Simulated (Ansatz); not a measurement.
```xyz
12

B     0.429    1.100    1.839
Si    1.372    0.275    0.294
As   -0.227    0.566   -1.462
C    -1.473   -0.854   -0.871
H    -0.336    0.466    2.506
H     0.520    2.271    2.060
H     2.607    0.989   -0.134
H     1.678   -1.175    0.452
H     0.597   -0.324   -2.387
H    -0.956   -1.760   -0.560
H    -2.065   -0.471   -0.039
H    -2.146   -1.083   -1.698
```

Total charge 0; spin multiplicity 1.

(1) List the PBE0/def2-TZVPP orbital energies in eV (Ansatz). (An estimate is asked.)

## Answers

(1) The calculation gave: Occupied: -11598.06, -1802.30, -1468.61, -1312.05, -1312.05, -1312.02, -278.44, -191.95, -185.07, -144.68, -138.64, -138.63, -138.51, -99.36, -99.32, -99.30, -45.09, -45.08, -45.00, -44.98, -44.94, -20.23, -16.75, -15.00, -13.16, -11.87, -11.76, -10.40, -9.84, -9.42, -8.86, -8.01, -7.03. Lowest empty: -2.46, 0.30, 0.47, 0.98, 1.41, 1.63, 2.07, 2.36.
